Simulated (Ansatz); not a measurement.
`[F][GeH]1[O][AlH]1` + `[OH][In]([SH])[O][SiH3]` → `[OH][GeH]1[O][AlH]1` + `[F][In]([SH])[O][SiH3]`  (redistribution)

Program: Ansatz. Geometries: PBE0-D4/def2-TZVP. ΔE: electronic, gas phase. CCSD(T)/CBS is the MP2 limit (def2-TZVPP, def2-QZVPP) plus CCSD(T) − MP2 in def2-TZVPP, frozen cores. Functionals use def2-TZVPP. B3LYP here is the variant with VWN-RPA as its local correlation; programs differ in this. Elements past krypton have def2 core potentials. For Ge, In outer-core shells are correlated without core-valence functions, which leaves a few kJ/mol of doubt a bond. Scalar relativity is left out up to krypton. One conformer a species, not always the lowest.

```csv
level,ΔE (kJ/mol)
r2SCAN-D4,4.9
BHLYP-D4,5.3
PBE-QIDH,4.4
revPBE,2.4
B3LYP,4.1
CAM-B3LYP,4.4
MP2/def2-TZVPP,7.0
CCSD/def2-TZVPP,5.7
```

Question: What does CCSD(T)/CBS give? (Estimate.)

Answer: Computed: +6.8 kJ/mol. The listed levels differ from it by -1.9, -1.5, -2.4, -4.4, -2.7, -2.4, 0.2, -1.1 kJ/mol.

Largest T1 diagnostic among the species: 0.016.

In def2-TZVPP, CCSD(T) changes the Hartree–Fock value by +6.2 kJ/mol (the triples alone add +0.5 kJ/mol) and MP2 by +7.1 kJ/mol. At CCSD(T), def2-SVP lies −6.7 kJ/mol from the extrapolated value and def2-TZVPP −0.7 kJ/mol. Leaving LDA and LC-ωPBE aside and taking each functional with its dispersion term where it has one, the values, not all of them listed here, spread over 2.0 kJ/mol, from PBE-QIDH to BLYP-D4. LDA lies +4.2 kJ/mol from PBE without D4.
